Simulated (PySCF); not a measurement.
First SCF of a structure search on quintet PdS₂, at a hand-made end-on geometry. PySCF input:

```python
from pyscf import gto, scf, dft
mol = gto.M(atom='''
Pd     0.000000     0.000000     0.000000
S      0.000000     0.000000     2.296900
S      1.774800     0.000000     3.316900''',
    basis={'Pd': 'def2-SVP', 'S': 'def2-SVP'},
    ecp={'Pd': 'def2-SVP'},
    charge=0, spin=4)
mf = dft.UKS(mol, xc='PBE0')
mf.grids.atom_grid = (50, 194)
aux = {'Pd': 'def2-universal-JKFIT', 'S': 'def2-universal-JKFIT'}
mf = mf.density_fit(auxbasis=aux)
mf.conv_tol = 1e-08
mf.diis_space = 10
mf.max_cycle = 60
mf.init_guess = 'minao'
mf.verbose = 4
mf.kernel()
```

Excerpt of the output (cycles alone); where DIIS stalls, ADIIS, DIIS with a small level shift and a second-order solver take over in turn:

```
init E= -912.922727946141
cycle= 1 E= -921.983695365054  delta_E= -9.06  |g|= 1.39  |ddm|= 3.17
cycle= 2 E= -895.143179957812  delta_E= 26.8  |g|= 4.87  |ddm|= 10.8
cycle= 3 E= -921.677250960315  delta_E= -26.5  |g|= 1.85  |ddm|= 10.1
cycle= 4 E= -923.452479859983  delta_E= -1.78  |g|= 0.513  |ddm|= 1.58
cycle= 5 E= -923.567464394302  delta_E= -0.115  |g|= 0.291  |ddm|= 0.775
cycle= 6 E= -923.608651110819  delta_E= -0.0412  |g|= 0.13  |ddm|= 0.456
cycle= 7 E= -923.62083237875  delta_E= -0.0122  |g|= 0.0518  |ddm|= 0.257
cycle= 8 E= -923.62222675997  delta_E= -0.00139  |g|= 0.027  |ddm|= 0.0535
cycle= 9 E= -923.622658949881  delta_E= -0.000432  |g|= 0.0127  |ddm|= 0.0378
cycle= 10 E= -923.622790653919  delta_E= -0.000132  |g|= 0.00285  |ddm|= 0.0303
cycle= 11 E= -923.622806578525  delta_E= -1.59e-05  |g|= 0.00137  |ddm|= 0.0104
cycle= 12 E= -923.622816454086  delta_E= -9.88e-06  |g|= 0.00121  |ddm|= 0.00746
cycle= 13 E= -923.622832512883  delta_E= -1.61e-05  |g|= 0.00116  |ddm|= 0.0122
... 38 lines left out ...
cycle= 52 E= -923.622560688888  delta_E= 0.000223  |g|= 0.0115  |ddm|= 0.142
cycle= 53 E= -923.622683099448  delta_E= -0.000122  |g|= 0.00749  |ddm|= 0.0742
cycle= 54 E= -923.622565006021  delta_E= 0.000118  |g|= 0.0098  |ddm|= 0.0972
cycle= 55 E= -923.622687905664  delta_E= -0.000123  |g|= 0.0064  |ddm|= 0.0915
cycle= 56 E= -923.622739659441  delta_E= -5.18e-05  |g|= 0.00476  |ddm|= 0.04
cycle= 57 E= -923.622654948857  delta_E= 8.47e-05  |g|= 0.0054  |ddm|= 0.0833
cycle= 58 E= -923.622522479576  delta_E= 0.000132  |g|= 0.00885  |ddm|= 0.105
cycle= 59 E= -923.622577445873  delta_E= -5.5e-05  |g|= 0.00628  |ddm|= 0.0298
cycle= 60 E= -923.622514915477  delta_E= 6.25e-05  |g|= 0.00783  |ddm|= 0.0512
SCF not converged.
init E= -912.922727946141
cycle= 1 E= -921.983695365054  delta_E= -9.06  |g|= 1.39  |ddm|= 3.17
cycle= 2 E= -895.143179957812  delta_E= 26.8  |g|= 4.87  |ddm|= 10.8
cycle= 3 E= -918.222813123572  delta_E= -23.1  |g|= 2.84  |ddm|= 9.69
cycle= 4 E= -923.446336221712  delta_E= -5.22  |g|= 0.517  |ddm|=  3.2
cycle= 5 E= -923.304485094229  delta_E= 0.142  |g|= 0.655  |ddm|= 1.43
cycle= 6 E= -923.585868573194  delta_E= -0.281  |g|= 0.244  |ddm|= 0.807
cycle= 7 E= -923.53870209395  delta_E= 0.0472  |g|= 0.384  |ddm|= 0.804
cycle= 8 E= -923.610776884497  delta_E= -0.0721  |g|= 0.134  |ddm|= 0.393
cycle= 9 E= -923.591535586061  delta_E= 0.0192  |g|= 0.21  |ddm|= 0.435
cycle= 10 E= -923.619189779771  delta_E= -0.0277  |g|= 0.0773  |ddm|= 0.227
cycle= 11 E= -923.620307675908  delta_E= -0.00112  |g|= 0.0662  |ddm|= 0.184
cycle= 12 E= -923.621311380582  delta_E= -0.001  |g|= 0.0477  |ddm|= 0.108
cycle= 13 E= -923.622468425539  delta_E= -0.00116  |g|= 0.0249  |ddm|= 0.0909
cycle= 14 E= -923.622693091812  delta_E= -0.000225  |g|= 0.0184  |ddm|= 0.0619
cycle= 15 E= -923.622849526029  delta_E= -0.000156  |g|= 0.0117  |ddm|= 0.0406
cycle= 16 E= -923.622833911708  delta_E= 1.56e-05  |g|= 0.0128  |ddm|= 0.0275
cycle= 17 E= -923.622916675797  delta_E= -8.28e-05  |g|= 0.00602  |ddm|= 0.0189
cycle= 18 E= -923.622888410861  delta_E= 2.83e-05  |g|= 0.00947  |ddm|= 0.0231
cycle= 19 E= -923.622953167364  delta_E= -6.48e-05  |g|= 0.00148  |ddm|= 0.0139
cycle= 20 E= -923.622958636306  delta_E= -5.47e-06  |g|= 0.00269  |ddm|= 0.00845
SCF not converged.
init E= -923.622958636306
cycle= 1 E= -923.622956145808  delta_E= 2.49e-06  |g|= 0.0044  |ddm|= 0.00876
cycle= 2 E= -923.622938530229  delta_E= 1.76e-05  |g|= 0.00735  |ddm|= 0.0141
cycle= 3 E= -923.622973721932  delta_E= -3.52e-05  |g|= 0.00184  |ddm|= 0.00713
cycle= 4 E= -923.622978013526  delta_E= -4.29e-06  |g|= 0.00102  |ddm|= 0.00261
cycle= 5 E= -923.622978742536  delta_E= -7.29e-07  |g|= 0.00111  |ddm|= 0.00096
cycle= 6 E= -923.622990555224  delta_E= -1.18e-05  |g|= 0.000891  |ddm|= 0.00989
cycle= 7 E= -923.622992308643  delta_E= -1.75e-06  |g|= 0.00103  |ddm|= 0.0016
cycle= 8 E= -923.623002855313  delta_E= -1.05e-05  |g|= 0.000762  |ddm|= 0.00882
cycle= 9 E= -923.623011010516  delta_E= -8.16e-06  |g|= 0.000749  |ddm|= 0.00688
cycle= 10 E= -923.623027791087  delta_E= -1.68e-05  |g|= 0.000859  |ddm|= 0.0145
cycle= 11 E= -923.623042026365  delta_E= -1.42e-05  |g|= 0.000786  |ddm|= 0.0123
cycle= 12 E= -923.623061048167  delta_E= -1.9e-05  |g|= 0.00104  |ddm|= 0.017
cycle= 13 E= -923.623069452378  delta_E= -8.4e-06  |g|= 0.000699  |ddm|= 0.00714
cycle= 14 E= -923.623133441328  delta_E= -6.4e-05  |g|= 0.00604  |ddm|= 0.0762
cycle= 15 E= -923.623175155587  delta_E= -4.17e-05  |g|= 0.00356  |ddm|= 0.0395
cycle= 16 E= -923.623193102094  delta_E= -1.79e-05  |g|= 0.00359  |ddm|= 0.0261
cycle= 17 E= -923.623193502555  delta_E= -4e-07  |g|= 0.00335  |ddm|= 0.00312
cycle= 18 E= -923.623202006457  delta_E= -8.5e-06  |g|= 0.00691  |ddm|= 0.0482
cycle= 19 E= -923.623205264688  delta_E= -3.26e-06  |g|= 0.00624  |ddm|= 0.0115
cycle= 20 E= -923.623201698497  delta_E= 3.57e-06  |g|= 0.00687  |ddm|= 0.00703
cycle= 21 E= -923.623200651152  delta_E= 1.05e-06  |g|= 0.00632  |ddm|= 0.0155
cycle= 22 E= -923.623165111085  delta_E= 3.55e-05  |g|= 0.00743  |ddm|= 0.0652
cycle= 23 E= -923.623149886565  delta_E= 1.52e-05  |g|= 0.00472  |ddm|= 0.0379
cycle= 24 E= -923.623168293693  delta_E= -1.84e-05  |g|= 0.000747  |ddm|= 0.011
cycle= 25 E= -923.62318213943  delta_E= -1.38e-05  |g|= 0.00193  |ddm|= 0.0191
cycle= 26 E= -923.623197801849  delta_E= -1.57e-05  |g|= 0.0028  |ddm|= 0.0251
cycle= 27 E= -923.623214892928  delta_E= -1.71e-05  |g|= 0.00317  |ddm|= 0.0301
cycle= 28 E= -923.623229449926  delta_E= -1.46e-05  |g|= 0.00468  |ddm|= 0.0475
cycle= 29 E= -923.623240625459  delta_E= -1.12e-05  |g|= 0.00272  |ddm|= 0.0245
cycle= 30 E= -923.623242387524  delta_E= -1.76e-06  |g|= 0.00171  |ddm|= 0.00787
SCF not converged.
macro= 0  E= -923.623246783457  delta_E= -4.39593e-06  |g|= 0.000218499  2 KF 15 JK
macro= 1  E= -923.623246783473  delta_E= -1.59162e-11  |g|= 3.67211e-05  1 KF 2 JK
macro X = 2  E=-923.623246783473  |g|= 3.67211e-05  total 4 KF 20 JK
converged SCF energy = -923.623246783473  <S^2> = 6.0068306  2S+1 = 5.0027315
```

No lower solution of this spin was found from smeared starts or by a stability analysis within the unrestricted form.

With open d or f shells other occupations or spin states may lie lower.

The search for the lowest solution, 3 starts and the stability check together, took 41 s on 2 threads of a shared Arm Neoverse V1 host, with 67 basis functions; the process peaked at 0.33 GiB.
